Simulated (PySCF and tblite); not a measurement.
The numbers below are computed, except where a source is named.
Conformers and averaged properties: C11H14, numbered as in [CH3:1][CH:2]([CH3:3])[c:4]1[cH:5][cH:6][cH:7][c:8]2[c:9]1[CH2:10][CH2:11]2

Search: ETKDG and KDG, MMFF94s, GFN2-xTB, 60 starts; geometries at GFN2-xTB. Energies: B3LYP-D3(BJ)/6-31G*, with GFN2-xTB thermal terms (modes under about 100 cm⁻¹ blended into free rotors). Symmetry numbers and mirror images are counted. Conformers within 2.5 kcal/mol (GFN2-xTB free energy) were kept, 5 at most. GIAO shieldings: wB97X-D/6-31G*. Codes: tblite and PySCF.

Torsions listed: C1–C2–C4–C5. The 4-ring runs over atoms 8–9–10–11.

```csv
conformer,shape,symmetry,E(GFN2) kcal/mol,E(DFT) kcal/mol,G(298.15 K) kcal/mol,weight %,dipole D
1,4-ring flat; 119°,Cs,0.00,0.00,0.00,71.8,0.44
2,4-ring flat; -62°,Cs,0.24,0.42,0.55,28.2,0.49
```

Weights (%) against temperature:

```json
{"T (K)": "250", "1": "74.4", "2": "25.6", "S(mix) cal/mol/K": "1.13"}
{"T (K)": "298.15", "1": "71.8", "2": "28.2", "S(mix) cal/mol/K": "1.18"}
{"T (K)": "350", "1": "69.6", "2": "30.4", "S(mix) cal/mol/K": "1.22"}
```

Coordinates of conformer 1 (Å):

```xyz
25

C    -2.052   -0.915   -1.193
C    -1.818    0.120   -0.091
C    -2.146   -0.472    1.281
C    -0.397    0.620   -0.125
C    -0.109    1.970   -0.354
C     1.182    2.470   -0.393
C     2.295    1.651   -0.206
C     2.015    0.328    0.018
C     0.715   -0.174    0.058
C     1.188   -1.583    0.328
C     2.635   -1.019    0.282
H    -3.096   -1.220   -1.208
H    -1.438   -1.796   -1.023
H    -1.798   -0.498   -2.165
H    -2.485    0.971   -0.269
H    -1.532   -1.348    1.473
H    -3.192   -0.769    1.323
H    -1.961    0.259    2.065
H    -0.932    2.654   -0.507
H     1.327    3.526   -0.575
H     3.298    2.051   -0.238
H     0.893   -1.994    1.292
H     0.959   -2.306   -0.455
H     3.186   -1.096    1.218
H     3.252   -1.407   -0.528
```

Coordinates of conformer 2 (Å):

```xyz
25

C     2.298   -0.307   -1.422
C     1.664   -0.244   -0.031
C     2.483    0.652    0.900
C     0.237    0.236   -0.116
C    -0.111    1.498   -0.612
C    -1.423    1.935   -0.688
C    -2.495    1.143   -0.274
C    -2.155   -0.094    0.212
C    -0.833   -0.529    0.287
C    -1.221   -1.864    0.871
C    -2.696   -1.378    0.787
H     3.301   -0.725   -1.361
H     2.366    0.685   -1.861
H     1.702   -0.933   -2.082
H     1.649   -1.256    0.388
H     2.552    1.661    0.502
H     3.490    0.258    1.014
H     2.017    0.702    1.883
H     0.670    2.164   -0.951
H    -1.621    2.921   -1.082
H    -3.513    1.499   -0.340
H    -0.988   -2.725    0.245
H    -0.858   -2.047    1.882
H    -3.328   -1.952    0.112
H    -3.198   -1.275    1.747
```

Search and properties took 6.5 min on 1 thread of AMD EPYC, shared host (rough), launched as `OMP_NUM_THREADS=1 python ens_run.py task.json out`.
